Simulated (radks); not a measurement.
Results of a calculation; reference values are marked as such.
Task: The mean radii <r> (bohr) of the occupied orbitals of an atom or ion are listed with their occupations. Level of theory: non-relativistic Kohn-Sham, PBE, spin-polarised, spherical densities, point nucleus (a radial shooting solver on a logarithmic mesh with Libxc functionals).

| orbital | occ. | <r> |
|---|---|---|
| 1s up | 1 | 0.02131 |
| 1s down | 1 | 0.02129 |
| 2s up | 1 | 0.08740 |
| 2s down | 1 | 0.08763 |
| 2p up | 3 | 0.07360 |

Name the element and its charge. Open shells, if any, are filled with parallel spins first.

Result: Z = 71, lutetium, charge +64: Lu64+ in [He] 2s2 2p3. The 1s radius gives Z: for a bare nucleus <r> = 1.5/Z, 0.02113 bohr for Z = 71, and screening makes it slightly larger (0.02131 here). The occupations add up to 7, and the charge is Z minus that.
